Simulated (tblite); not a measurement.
Compound: C₂H₆BrFSi.
SMILES with atom numbers: `[F:1][CH2:2][SiH2:3][CH2:4][Br:5]` (hydrogens: H6, H7 on C2; H8, H9 on Si3; H10, H11 on C4)

Computed with GFN2-xTB (tblite), gas phase: L-BFGS steps from a force-field or distance-geometry start until the largest atomic force falls under 0.01 eV/Å.

The end geometry, which sets the zero of energy:
```
atom  x, y, z in Å
F1     -1.3617   -1.7526    0.1702
C2     -1.5576   -0.3992    0.3632
Si3    -0.1580    0.5811   -0.5043
C4      1.4904   -0.1094    0.1610
Br5     2.9555    0.8906   -0.6603
H6     -1.5935   -0.2456    1.4444
H7     -2.5401   -0.1664   -0.0500
H8     -0.2858    1.9928   -0.1396
H9     -0.2085    0.3575   -1.9484
H10     1.6125    0.0074    1.2357
H11     1.6523   -1.1535   -0.0978
```

**Question.** These geometries come from the run, each turned onto the end geometry. Order them by energy, lowest first.
A.
```
atom  x, y, z in Å
F1     -1.4667   -1.7453    0.0392
C2     -1.5578   -0.4062    0.3629
Si3    -0.1561    0.5604   -0.5149
C4      1.4958   -0.0915    0.1827
Br5     2.9504    0.8999   -0.6663
H6     -1.5113   -0.3498    1.4529
H7     -2.5468   -0.0745    0.0438
H8     -0.2941    1.9810   -0.1869
H9     -0.1974    0.3025   -1.9540
H10     1.6143    0.0677    1.2526
H11     1.6750   -1.1417   -0.0380
```
B.
```
atom  x, y, z in Å
F1     -1.0156   -1.7760   -0.0470
C2     -1.5007   -0.5074    0.2097
Si3    -0.1883    0.7750   -0.3566
C4      1.4651    0.0282    0.2615
Br5     2.7019   -0.2671   -1.2312
H6     -1.6918   -0.4750    1.2855
H7     -2.4564   -0.4318   -0.3117
H8     -0.4287    2.0611    0.2980
H9     -0.2026    0.8870   -1.8118
H10     2.0073    0.6597    0.9628
H11     1.3152   -0.9510    0.7149
```
C.
```
atom  x, y, z in Å
F1     -0.9082   -1.7677   -0.0470
C2     -1.4807   -0.5061    0.1739
Si3    -0.1564    0.7387   -0.3147
C4      1.4461    0.0086    0.2470
Br5     2.5706   -0.2619   -1.2632
H6     -1.6084   -0.4787    1.2914
H7     -2.4218   -0.3647   -0.3584
H8     -0.3793    2.0416    0.3362
H9     -0.2029    0.8774   -1.7830
H10     1.8760    0.7222    0.9808
H11     1.2705   -1.0069    0.7110
```
D.
```
atom  x, y, z in Å
F1     -1.4822   -1.7347    0.0005
C2     -1.5701   -0.4032    0.3608
Si3    -0.1517    0.5665   -0.4847
C4      1.5079   -0.0837    0.1942
Br5     2.9389    0.8981   -0.7063
H6     -1.5405   -0.3773    1.4525
H7     -2.5501   -0.0578    0.0259
H8     -0.3015    1.9897   -0.1804
H9     -0.1837    0.2571   -1.9140
H10     1.6716    0.0850    1.2551
H11     1.6669   -1.1369   -0.0295
```
E.
```
atom  x, y, z in Å
F1     -1.3821   -1.7478   -0.0702
C2     -1.5733   -0.4345    0.3299
Si3    -0.1411    0.6102   -0.4129
C4      1.5276   -0.0525    0.2423
Br5     2.9274    0.6427   -0.9743
H6     -1.6810   -0.4511    1.4172
H7     -2.5237   -0.1101   -0.1053
H8     -0.3051    2.0202   -0.0388
H9     -0.2530    0.3868   -1.8537
H10     1.7901    0.2827    1.2559
H11     1.6196   -1.1439    0.1841
```

**Answer.** A (0.002 eV), D (0.007 eV), E (0.049 eV), B (0.112 eV), C (0.405 eV).

In the order of the answer:

| step | E above end (eV) | largest force (eV/Å) | rms force component (eV/Å) | rms distance from end (Å) | rms bond change (Å) | bond most changed (Å) |
| --- | --- | --- | --- | --- | --- | --- |
| 77 | 0.002 | 0.02 | 0.009 | 0.084 | 0.001 | Si3–C4 +0.001 |
| 60 | 0.007 | 0.09 | 0.028 | 0.103 | 0.001 | C2–Si3 -0.001 |
| 49 | 0.049 | 0.42 | 0.131 | 0.216 | 0.010 | C4–Br5 +0.026 |
| 13 | 0.112 | 0.08 | 0.033 | 0.621 | 0.004 | Si3–C4 +0.010 |
| 0 | 0.405 | 1.93 | 0.658 | 0.637 | 0.034 | Si3–C4 -0.059 |

The cost below is that of the whole relaxation. Time: 0.56 s of wall time. Hardware: Arm Neoverse V1, one thread, no GPU, shared host with 32 logical CPUs at a one-minute load of 49.
